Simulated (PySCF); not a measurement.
# Heteronuclear NMR

Bonds (- single, = double, # triple, : aromatic): C1-C2, C2-C3, C3:N4, N4:C5, C5:C6, C6:N7, N7-Si8, N7:C3. C1 carries H9, H10, H11; C2 carries H12, H13; C5 carries H14; C6 carries H15; Si8 carries H16, H17, H18.

Computational details: shielding tensors at PBE0/pcSseg-1 (GIAO), geometry from GFN2-xTB, in PySCF (one averaged value for each set of equivalent atoms, single conformer, isolated molecule, non-relativistic).

Problem. Where does ²⁹Si resonate?

Solution. 
```tsv
atoms	environment	σ (ppm)	δ (ppm)
Si8	silicon bonded to N, 3 H	406.1	-53.9
```

Shieldings were converted by a linear fit to measured shifts: ²⁹Si (scatter 8.9 ppm rms, 25.8 ppm with the 6 outliers that the fit left out vs TMS, solution or neat liquid). Occasional misses reach two or three times the rms, and more in compound classes unlike the fitted ones.

On a 400 MHz spectrometer ²⁹Si resonates near 79.5 MHz, so 1 ppm is 79.5 Hz.

Problem. Where does ¹⁵N resonate?

Solution. 
| atoms | environment | σ (ppm) | δ (ppm) |
| --- | --- | --- | --- |
| N4 | pyridine-type nitrogen of an azole | -41.6 | -109.8 |
| N7 | pyrrole-type ring nitrogen | 100.9 | -241.0 |

Shieldings were converted by a linear fit to measured shifts: ¹⁵N: δ = -148.07 − 0.921σ (rms 6.3 ppm, 71 shifts vs CH3NO2, solution or neat liquid). Occasional misses reach two or three times the rms, and more in compound classes unlike the fitted ones.

On a 500 MHz spectrometer ¹⁵N resonates near 50.7 MHz, so 1 ppm is 50.7 Hz.
